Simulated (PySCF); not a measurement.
Compound: [AlI3(PMe3)], C3H9AlI3P.
Cartesian coordinates in Å at the PBE0-D3(BJ)/def2-SVP level; atoms count from 1:
```xyz
17
C3H9AlI3P angstrom
C     -0.826   -0.006    1.665
P     -0.097   -0.035    0.000
C     -0.183   -1.759   -0.571
C     -1.211    0.922   -1.071
Al     2.150    0.821   -0.021
I      2.736    0.643   -2.456
I      3.306   -0.792    1.516
I      1.800    3.143    0.869
H     -0.826    1.030    2.033
H     -1.853   -0.400    1.657
H     -0.198   -0.612    2.335
H     -1.215   -2.138   -0.542
H      0.205   -1.809   -1.599
H      0.462   -2.375    0.072
H     -2.236    0.527   -1.033
H     -1.202    1.972   -0.742
H     -0.830    0.879   -2.102
```

Theory: PySCF 2.14.0, PBE0-D3(BJ)/def2-SVP geometry optimisation, gas phase, def2 core potentials past Kr.

Task: Which atoms are bound to Al5, and at what distances?

Result: 4 atoms: P2 2.404 Å, I6 2.511 Å, I8 2.511 Å, I7 2.511 Å. The nearest atom not counted as bound is C1, at 3.52 Å (others tie with it).

Task: List the angles at Al5.

Result: 
```csv
angle,degrees,distance of the outer atoms (Å)
I6–Al5–I8,116.3,4.26
I7–Al5–I8,116.2,4.26
I6–Al5–I7,116.1,4.26
P2–Al5–I6,101.6,3.81
P2–Al5–I7,101.3,3.80
P2–Al5–I8,101.3,3.80
```

Task: What is the shape at Al5?

Result: Distorted tetrahedral: angles from 101.3° to 116.3°; τ4 = (360° − α − β)/141° = 0.90 with α and β the two widest (0 for a square, 1 for a tetrahedron).

Task: What are the other bond lengths?

Result: C1–P2, P2–C3, P2–C4 1.818 Å; C1–H9 and 8 like bonds 1.100 Å.

Task: Give some angles away from the centre.

Result: C1–P2–C3 106.5°, C1–P2–Al5 112.2°.

Charge 0, singlet. PBE0-D3(BJ)/def2-SVP frequencies: not computed here.

The run took 4.0 min of wall time on one thread of an Arm Neoverse V1, on a shared host, and the process peaked at 1.2 GiB of memory. That covers the optimisation of the geometry.
